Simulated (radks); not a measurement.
Values are calculated unless marked as measured or tabulated.
Task: W LXI, configuration [Ne] 3s2 3p1.75 4f0.25 (fractional occupations, a model configuration). Code: a radial shooting solver on a logarithmic mesh with Libxc functionals. Model: scalar-relativistic Kohn-Sham, BLYP, spin-polarised, spherical densities, point nucleus; open shells are filled with parallel spins first (spin-orbit coupling, left out, can overturn this in heavy ions). Some entries of the table are withheld. Estimate them.

orbital,occ.,eigenvalue (eV),r(max) (bohr),<r^2> (bohr^2)
1s up,1,-74400.57,0.01145,0.0004623
1s down,1,-74393.73,0.01145,0.0004622
2s up,1,-16666.03,0.06525,0.006933
2s down,1,-16660.62,0.06526,0.006928
2p up,3,-15198.58,0.05343,0.005694
2p down,3,-15191.27,0.05345,0.005691
3s up,1,-6736.828,0.1754,0.03888
3s down,1,-6710.701,0.1754,0.03893
3p up,1.75,-6302.034,(1),0.03796
3p down,0,-6276.165,(2),0.03802
4f up,0.25,-3179.442,0.2539,0.09178
4f down,0,-3164.118,0.2555,0.09342

Result: 
(1) 3p up r(max) (bohr): 0.1714
(2) 3p down r(max) (bohr): 0.1713
